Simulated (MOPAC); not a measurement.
Job for MOPAC: PM3 on AsH7OSi (a complex).

```
PM3 1SCF PRECISE CHARGE=0 THREADS=1
AsH7OSi

As    -0.37087047 1    -0.12669010 1    -0.24454212 1
H     -1.82746168 1    -0.18720242 1    -0.67450692 1
H      0.14982197 1    -0.50947290 1    -1.62037825 1
H     -0.25696793 1     1.36491626 1    -0.51510325 1
O      0.74549478 1    -1.33136271 1     2.91454772 1
Si     0.62259589 1    -0.07275083 1     3.97118922 1
H      0.48654382 1    -1.16333641 1     1.99905222 1
H      1.50757063 1     1.05873469 1     3.59256134 1
H      1.02766695 1    -0.59621399 1     5.29145655 1
H     -0.76561848 1     0.45121251 1     4.04750265 1
```

The log:

```
*******************************************************************************
 **                                                                           **
 **                              MOPAC v23.2.5                                **
 **                                                                           **
 *******************************************************************************
 ** MOPAC's Digital Object Identifier: https://doi.org/10.5281/zenodo.6511958 **
 **                                                                           **
 ** Please cite the open-source release paper for use of this MOPAC version:  **
 ** J. E. Moussa and J. J. P. Stewart (2026)                                  **
 ** MOPAC: An open-source semiempirical molecular orbital program             **
 ** J. Open Source Softw., 11(119), 8025, https://doi.org/10.21105/joss.08025 **
 *******************************************************************************

                              PM3 CALCULATION RESULTS

 *******************************************************************************
 *  PM3        - The PM3 Hamiltonian to be used
 *
 *
 *
 *                 CHARGE ON SYSTEM = 0
 *
 *
 *
 *  PRECISE    - TIGHTER CRITERIA TO BE USED
 *  1SCF       - DO 1 SCF AND THEN STOP
 *  THREADS=1  - MULTI-THREADING NOT USED
 *  T=         - A TIME OF 172800.0 SECONDS REQUESTED
 *  DUMP=N     - RESTART FILE WRITTEN EVERY 7200.0 SECONDS REQUESTED
 *******************************************************************************
PM3 1SCF PRECISE CHARGE=0 THREADS=1
 AsH7OSi

   ATOM   CHEMICAL          X               Y               Z
  NUMBER   SYMBOL      (ANGSTROMS)     (ANGSTROMS)     (ANGSTROMS)

     1      As         -0.37087047  *  -0.12669010  *  -0.24454212  *
     2       H         -1.82746168  *  -0.18720242  *  -0.67450692  *
     3       H          0.14982197  *  -0.50947290  *  -1.62037825  *
     4       H         -0.25696793  *   1.36491626  *  -0.51510325  *
     5       O          0.74549478  *  -1.33136271  *   2.91454772  *
     6      Si          0.62259589  *  -0.07275083  *   3.97118922  *
     7       H          0.48654382  *  -1.16333641  *   1.99905222  *
     8       H          1.50757063  *   1.05873469  *   3.59256134  *
     9       H          1.02766695  *  -0.59621399  *   5.29145655  *
    10       H         -0.76561848  *   0.45121251  *   4.04750265  *



          CARTESIAN COORDINATES

    NO.       ATOM           X           Y           Z

     1        As         -0.3709     -0.1267     -0.2445
     2         H         -1.8275     -0.1872     -0.6745
     3         H          0.1498     -0.5095     -1.6204
     4         H         -0.2570      1.3649     -0.5151
     5         O          0.7455     -1.3314      2.9145
     6        Si          0.6226     -0.0728      3.9712
     7         H          0.4865     -1.1633      1.9991
     8         H          1.5076      1.0587      3.5926
     9         H          1.0277     -0.5962      5.2915
    10         H         -0.7656      0.4512      4.0475

  H: (PM3): J. J. P. STEWART, J. COMP. CHEM. 10, 209 (1989).
  O: (PM3): J. J. P. STEWART, J. COMP. CHEM. 10, 209 (1989).
 Si: (PM3): J. J. P. STEWART, J. COMP. CHEM. 10, 209 (1989).
 As: (PM3): J. J. P. STEWART, J. COMP. CHEM. 12, 320-341 (1991).

           Empirical Formula: H7 O As Si  =    10 atoms



      MOLECULAR POINT GROUP   :   C1


      RHF CALCULATION, NO. OF DOUBLY OCCUPIED LEVELS = 11


 -------------------------------------------------------------------------------
 PM3 1SCF PRECISE CHARGE=0 THREADS=1
 AsH7OSi



     1SCF WAS SPECIFIED, SO BFGS WAS NOT USED
     SCF FIELD WAS ACHIEVED


                              PM3 CALCULATION
                                                       MOPAC v23.2.5 Linux




          FINAL HEAT OF FORMATION =        -45.35824 KCAL/MOL =    -189.77887 KJ/MOL


          COSMO AREA              =        138.82 SQUARE ANGSTROMS
          COSMO VOLUME            =        124.85 CUBIC ANGSTROMS

          IONIZATION POTENTIAL    =          9.985249 EV
          HOMO LUMO ENERGIES (EV) =         -9.985  0.273
          NO. OF FILLED LEVELS    =         11
          MOLECULAR WEIGHT        =        126.0618         POINT GROUP:  C1

          MOLECULAR DIMENSIONS (Angstroms)

            Atom       Atom       Distance
            H     9    H     3     6.96790
            H     8    H     2     3.06224
            O     5    H     4     2.63919


          SCF CALCULATIONS        =          1





   ATOM   CHEMICAL          X               Y               Z
  NUMBER   SYMBOL      (ANGSTROMS)     (ANGSTROMS)     (ANGSTROMS)

     1      As         -0.37087047  *  -0.12669010  *  -0.24454212  *
     2       H         -1.82746168  *  -0.18720242  *  -0.67450692  *
     3       H          0.14982197  *  -0.50947290  *  -1.62037825  *
     4       H         -0.25696793  *   1.36491626  *  -0.51510325  *
     5       O          0.74549478  *  -1.33136271  *   2.91454772  *
     6      Si          0.62259589  *  -0.07275083  *   3.97118922  *
     7       H          0.48654382  *  -1.16333641  *   1.99905222  *
     8       H          1.50757063  *   1.05873469  *   3.59256134  *
     9       H          1.02766695  *  -0.59621399  *   5.29145655  *
    10       H         -0.76561848  *   0.45121251  *   4.04750265  *

                             CARTESIAN COORDINATES

   1   As       -0.370870470    -0.126690100    -0.244542120
   2    H       -1.827461680    -0.187202420    -0.674506920
   3    H        0.149821970    -0.509472900    -1.620378250
   4    H       -0.256967930     1.364916260    -0.515103250
   5    O        0.745494780    -1.331362710     2.914547720
   6   Si        0.622595890    -0.072750830     3.971189220
   7    H        0.486543820    -1.163336410     1.999052220
   8    H        1.507570630     1.058734690     3.592561340
   9    H        1.027666950    -0.596213990     5.291456550
  10    H       -0.765618480     0.451212510     4.047502650


           Empirical Formula: H7 O As Si  =    10 atoms



      MOLECULAR POINT GROUP   :   C1


                  EIGENVALUES
 -35.44281 -21.63648 -17.05677 -15.54714 -13.27456 -12.93877 -12.91291 -12.63338
 -10.71013 -10.04381  -9.98525   0.27277   1.03673   1.07197   1.07853   2.07890
   2.49207   2.53949   5.68928


              NET ATOMIC CHARGES AND DIPOLE CONTRIBUTIONS

  ATOM NO.   TYPE          CHARGE      No. of ELECS.   s-Pop       p-Pop
    1         As           0.370735        4.6293     1.77957     2.84970
    2          H          -0.121781        1.1218     1.12178
    3          H          -0.121391        1.1214     1.12139
    4          H          -0.122838        1.1228     1.12284
    5          O          -0.489551        6.4896     1.75396     4.73559
    6         Si           0.683717        3.3163     0.90689     2.40939
    7          H           0.204144        0.7959     0.79586
    8          H          -0.146361        1.1464     1.14636
    9          H          -0.109595        1.1096     1.10960
   10          H          -0.147079        1.1471     1.14708
 DIPOLE           X         Y         Z       TOTAL
 POINT-CHG.     0.182     0.377     1.186     1.258
 HYBRID        -0.892     0.982    -2.480     2.812
 SUM           -0.711     1.360    -1.294     2.007


          ATOMIC ORBITAL ELECTRON POPULATIONS

     Atom    s        px        py        pz
    1 As   1.77957   0.90467   0.91751   1.02752
    2  H   1.12178
    3  H   1.12139
    4  H   1.12284
    5  O   1.75396   1.89567   1.58066   1.25926
    6 Si   0.90689   0.85945   0.74715   0.80279
    7  H   0.79586
    8  H   1.14636
    9  H   1.10960
   10  H   1.14708

 **********************
 *                    *
 * JOB ENDED NORMALLY *
 *                    *
 **********************




 == MOPAC DONE ==
```

The run finished.

Cost: very roughly 0.020 core-seconds.
